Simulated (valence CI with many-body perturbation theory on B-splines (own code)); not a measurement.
**E1 transitions of Cs²³⁺**

Calculated by relativistic CI+MBPT: four valence electrons over a frozen Dirac-Fock core [Ar] 3d10, radial functions for each j: 11 s, 11 p, 10 d, 8 f, 5 g, 2 h, with the one-electron correlation potential Σ1 (screened to all orders), the two-electron term Σ2, the three-electron term Σ3, Breit, model QED; selected single and double excitations, second order for the rest, scaled by the run's own slope (own B-spline code, finite nucleus).

No measured levels were compared; by estimate levels hold to about 250 cm⁻¹ or 0.2 % of their energy and the worst to 1 %, as in measured heavy ions of charge 2 to 7; those with d or f electrons hold less well. Among the levels kept, up to 450 cm⁻¹ of a level comes from second order outside the variational space, and about a tenth of that is noise between levels of different J, which matters for small intervals.

Lines 101 to 150 of 553 in falling wavelength, among levels below 281.27 eV, chosen from the strongest by gf and those to the six lowest levels. Wavelengths and rates use the calculated energies, so an error of 2000 cm⁻¹ moves a line at 16.00 nm by 0.32 % and its rate by three times that or more. Electric multipoles are in the length gauge, E1 and E2 with the static RPA response of the core. Weak lines are less certain than strong ones. Lines between different terms over intervals too small for the method are left out, as are lines whose strength nearly cancels. Where a level lies close to another of its J and parity, the split of strength between their lines is uncertain. The highest levels of a list are the least certain.

Levels are named by their leading jj configuration (3d3/2^4 stands for four electrons in 3d with j = 3/2), which in mixed levels can hold well under half, so a name can repeat and another be missing. Letters in brackets count levels of one name in rising energy.

| λ vac (nm) | Upper | Lower | A (s⁻¹) | S (a.u.) |
| --- | --- | --- | --- | --- |
| 16.00 | (4s 4p3/2^2 4d3/2) J=2 [c] | (4s^2 4p3/2 4d3/2) J=1 | 1.68e+10 | 1.70e-01 |
| 15.94 | (4s 4p1/2 4p3/2 4d5/2) J=1 [c] | (4s^2 4p1/2 4d5/2) J=2 | 1.87e+10 | 1.12e-01 |
| 15.91 | (4s^2 4p1/2 4f7/2) J=3 [b] | (4s^2 4p3/2 4d5/2) J=3 | 3.00e+10 | 4.17e-01 |
| 15.90 | (4p1/2 4p3/2^2 4d5/2) J=3 [b] | (4s 4p1/2 4p3/2 4d5/2) J=4 [c] | 2.18e+10 | 3.03e-01 |
| 15.89 | (4s 4p3/2^2 4d3/2) J=1 [c] | (4s^2 4p3/2 4d3/2) J=1 | 2.48e+10 | 1.47e-01 |
| 15.87 | (4s 4p3/2^2 4d3/2) J=2 [c] | (4s^2 4p3/2 4d3/2) J=3 | 1.21e+10 | 1.19e-01 |
| 15.86 | (4p1/2^2 4p3/2 4d5/2) J=4 | (4s 4p1/2^2 4d5/2) J=3 | 1.53e+10 | 2.71e-01 |
| 15.83 | (4s 4p3/2^2 4d5/2) J=3 [c] | (4s^2 4p3/2 4d3/2) J=3 | 2.49e+10 | 3.41e-01 |
| 15.81 | (4s 4p1/2 4p3/2^2) J=1 [a] | (4s^2 4p1/2 4p3/2) J=1 | 4.35e+10 | 2.55e-01 |
| 15.80 | (4p1/2 4p3/2^2 4d3/2) J=4 | (4s 4p1/2 4p3/2 4d3/2) J=4 | 6.55e+09 | 1.15e-01 |
| 15.78 | (4p1/2 4p3/2^2 4d3/2) J=2 [a] | (4s 4p1/2 4p3/2 4d3/2) J=3 [a] | 1.80e+10 | 1.75e-01 |
| 15.76 | (4p1/2 4p3/2^2 4d5/2) J=3 [c] | (4s 4p1/2 4p3/2 4d5/2) J=4 [c] | 1.69e+10 | 2.29e-01 |
| 15.73 | (4p3/2^3 4d5/2) J=3 | (4s 4p3/2^2 4d3/2) J=4 | 9.62e+09 | 1.29e-01 |
| 15.73 | (4s 4p1/2 4p3/2^2) J=2 [b] | (4s^2 4p1/2 4p3/2) J=1 | 8.22e+08 | 7.90e-03 |
| 15.72 | (4s 4p3/2^2 4d5/2) J=2 [b] | (4s^2 4p3/2 4d5/2) J=2 | 1.30e+10 | 1.24e-01 |
| 15.72 | (4p1/2 4p3/2^2 4d5/2) J=4 [b] | (4s 4p1/2 4p3/2 4d5/2) J=5 | 9.44e+09 | 1.63e-01 |
| 15.71 | (4p1/2^2 4p3/2 4d3/2) J=3 | (4s 4p1/2^2 4d3/2) J=2 | 1.33e+10 | 1.78e-01 |
| 15.69 | (4p1/2 4p3/2^3) J=2 | (4s 4p1/2 4p3/2^2) J=3 | 1.08e+10 | 1.03e-01 |
| 15.67 | (4s 4p3/2^2 4d3/2) J=2 [a] | (4s^2 4p1/2 4d5/2) J=2 | 2.16e+10 | 2.05e-01 |
| 15.61 | (4p1/2 4p3/2^2 4d5/2) J=5 | (4s 4p1/2 4p3/2 4d5/2) J=5 | 8.41e+09 | 1.74e-01 |
| 15.61 | (4p1/2^2 4p3/2 4d5/2) J=1 | (4s 4p1/2 4p3/2 4d3/2) J=2 [b] | 1.99e+10 | 1.12e-01 |
| 15.60 | (4s 4p3/2^2 4d3/2) J=1 [b] | (4s^2 4p3/2 4d3/2) J=2 | 5.81e+10 | 3.27e-01 |
| 15.60 | (4s 4p3/2^2 4d3/2) J=1 [c] | (4s^2 4p3/2 4d3/2) J=0 | 3.50e+10 | 1.97e-01 |
| 15.59 | (4p1/2 4p3/2^2 4d3/2) J=3 [a] | (4s 4p1/2 4p3/2 4d3/2) J=3 [a] | 9.24e+09 | 1.21e-01 |
| 15.55 | (4p3/2^3 4d5/2) J=4 | (4s 4p3/2^2 4d5/2) J=5 | 1.01e+10 | 1.69e-01 |
| 15.53 | (4s^2 4p1/2 4d5/2) J=2 | (4s^2 4p3/2^2) J=2 | 5.25e+09 | 4.85e-02 |
| 15.52 | (4s 4p1/2 4p3/2 4d5/2) J=3 [e] | (4s^2 4p1/2 4d5/2) J=3 | 4.56e+10 | 5.89e-01 |
| 15.52 | (4p1/2 4p3/2^2 4d3/2) J=1 [a] | (4s 4p1/2 4p3/2 4d3/2) J=2 [a] | 3.94e+10 | 2.18e-01 |
| 15.51 | (4s^2 4p1/2 4d3/2) J=1 | (4s^2 4p3/2^2) J=2 | 1.82e+09 | 1.01e-02 |
| 15.50 | (4p1/2 4p3/2^2 4d5/2) J=2 [c] | (4s 4p1/2 4p3/2 4d5/2) J=3 [d] | 1.17e+10 | 1.08e-01 |
| 15.48 | (4p1/2 4p3/2^2 4d5/2) J=4 [a] | (4s 4p1/2 4p3/2 4d3/2) J=4 | 1.11e+10 | 1.82e-01 |
| 15.48 | (4s 4p3/2^2 4d5/2) J=4 [b] | (4s^2 4p3/2 4d5/2) J=4 | 5.17e+10 | 8.52e-01 |
| 15.44 | (4s 4p3/2^2 4d3/2) J=2 [c] | (4s^2 4p3/2 4d3/2) J=2 | 1.85e+10 | 1.68e-01 |
| 15.43 | (4s 4p3/2^2 4d5/2) J=2 [c] | (4s^2 4p3/2 4d5/2) J=1 | 2.40e+10 | 2.18e-01 |
| 15.38 | (4s 4p3/2^2 4d3/2) J=2 [d] | (4s^2 4p3/2 4d3/2) J=3 | 4.18e+10 | 3.75e-01 |
| 15.36 | (4p1/2 4p3/2^2 4d3/2) J=4 | (4s 4p1/2 4p3/2 4d5/2) J=4 [a] | 6.02e+09 | 9.69e-02 |
| 15.33 | (4s 4p3/2^2 4d3/2) J=1 [c] | (4s^2 4p3/2 4d3/2) J=2 | 2.19e+10 | 1.17e-01 |
| 15.31 | (4p1/2^2 4p3/2^2) J=2 | (4s 4p1/2^2 4p3/2) J=2 | 1.08e+10 | 9.59e-02 |
| 15.30 | (4s 4p1/2 4p3/2 4d5/2) J=2 [c] | (4s^2 4p1/2 4d5/2) J=3 | 7.34e+10 | 6.49e-01 |
| 15.28 | (4s 4p3/2^2 4d5/2) J=3 [b] | (4s^2 4p3/2 4d5/2) J=4 | 3.60e+10 | 4.44e-01 |
| 15.21 | (4p1/2 4p3/2^2 4d5/2) J=3 [a] | (4s 4p1/2 4p3/2 4d5/2) J=4 [a] | 1.28e+10 | 1.56e-01 |
| 15.18 | (4s 4p1/2 4p3/2^2) J=1 [b] | (4s^2 4p1/2 4p3/2) J=2 | 1.11e+11 | 5.75e-01 |
| 15.16 | (4s 4p1/2 4p3/2 4f5/2) J=4 [a] | (4s 4p3/2^2 4d5/2) J=5 | 1.18e+10 | 1.82e-01 |
| 15.15 | (4s 4p1/2 4p3/2 4d3/2) J=1 [c] | (4s^2 4p1/2 4d3/2) J=2 | 6.11e+10 | 3.15e-01 |
| 15.14 | (4s 4p3/2^2 4d3/2) J=2 [a] | (4s^2 4p1/2 4d5/2) J=3 | 1.66e+10 | 1.42e-01 |
| 15.11 | (4s 4p1/2 4p3/2 4d3/2) J=2 [e] | (4s 4p3/2^3) J=2 | 1.22e+10 | 1.04e-01 |
| 15.06 | (4p1/2^2 4p3/2 4d5/2) J=3 | (4s 4p1/2^2 4d5/2) J=3 | 1.11e+10 | 1.31e-01 |
| 15.05 | (4p1/2 4p3/2^2 4d5/2) J=4 [a] | (4s 4p1/2 4p3/2 4d5/2) J=4 [a] | 9.90e+09 | 1.50e-01 |
| 15.01 | (4p1/2^2 4p3/2 4d3/2) J=1 | (4s 4p1/2^2 4d3/2) J=1 | 2.79e+10 | 1.40e-01 |
| 15.01 | (4s 4p3/2^2 4d5/2) J=2 [c] | (4s^2 4p3/2 4d5/2) J=3 | 9.34e+10 | 7.79e-01 |
